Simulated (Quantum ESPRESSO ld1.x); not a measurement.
Results of a calculation; reference values are marked as such.
Problem. The selenium ion Se18+, 16 electrons, occupied as [Ne] 3s2 3p4. Level of theory: Dirac Kohn-Sham, PBE, spin-unpolarised, spherical densities, point nucleus; open shells fill j = l - 1/2 first (ld1.x of Quantum ESPRESSO 7.5).

Spin-orbit splittings of the eigenvalues, e(l+1/2) - e(l-1/2), with zeta = 2 splitting/(2l+1) and mean radii in bohr:

shell  occ.  splitting (eV)  zeta (eV)  <r> j=l-1/2  <r> j=l+1/2
2p        6               ?          ?       0.1669       0.1706
3p        4           8.833      5.889       0.4867       0.4927
3d        0           1.786     0.7143       0.4462       0.4480
4p        0           3.040      2.026       0.9857       0.9941

Estimate the 2p splitting.

Solution. 42.34 eV (zeta = 28.23 eV).
